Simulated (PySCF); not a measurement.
## Magnetisability: `C(C)CC/C=N\NC`, C6H14N2

Cartesian coordinates in Å; atom numbers follow the order of the lines, from 1:
```xyz
22

C     3.8418    0.1597    0.2034
C     2.4395   -0.3882    0.4374
C     1.3932    0.3635   -0.3823
C    -0.0146   -0.1743   -0.1470
C    -1.0462    0.5644   -0.9575
N    -2.3067    0.4555   -0.8884
N    -2.9099   -0.4342   -0.0869
C    -4.2978   -0.1682    0.1985
H     3.8910    1.2101    0.4824
H     4.1148    0.0723   -0.8460
H     4.5721   -0.3880    0.7946
H     2.1929   -0.3088    1.4993
H     2.4150   -1.4474    0.1693
H     1.6375    0.2779   -1.4439
H     1.4212    1.4238   -0.1184
H    -0.2604   -0.0936    0.9200
H    -0.0489   -1.2396   -0.4043
H    -0.6919    1.2689   -1.6955
H    -2.3760   -0.8206    0.6898
H    -4.4376    0.5590    1.0080
H    -4.7895   -1.1011    0.4729
H    -4.7499    0.2281   -0.7078
```

The calculation used GIAO HF/pcSseg-1 magnetisability, rotational g tensor and spin-rotation constants, non-relativistic, gas phase (PySCF 2.14.0). Geometry: GFN2-xTB.

How diamagnetic is it, and how anisotropic?

Isotropic -1396 × 10⁻³⁰ J/T², or -84.1 × 10⁻⁶ cm³/mol; principal values -1476, -1406, -1306 × 10⁻³⁰ J/T², anisotropy 148 × 10⁻³⁰ J/T² (root of half the summed squared differences of the principal values). The susceptibility is in cgs units.

Split it along the inertial axes a, b, c into diamagnetic and paramagnetic parts about the centre of mass, with the quadrupole moment.


```csv
axis,χ (10⁻⁶ cm³/mol),diamagnetic (10⁻⁶ cm³/mol),paramagnetic (10⁻⁶ cm³/mol),summed x² of all electrons (Å²),quadrupole Θ (D Å)
a,-85.2,-269.2,184.1,495.7,+0.63
b,-78.8,-2189.9,2111.1,43.0,+0.83
c,-88.3,-2285.3,2197.0,20.5,-1.46
```
Anisotropies 2χaa − χbb − χcc = -3.3 and 2χbb − χaa − χcc = +15.9 × 10⁻⁶ cm³/mol. Θ is traceless in Buckingham's convention.

And the rotational g tensor?


```tsv
axis	rotational constant (GHz)	g	nuclear part	electronic part
a	8.6297	-0.0349	0.7114	-0.7463
b	0.6035	-0.0043	0.5942	-0.5985
c	0.5774	-0.0011	0.5948	-0.5959
```
Asymmetric top; isotopes 12C, 1H, 14N; no vibrational averaging.
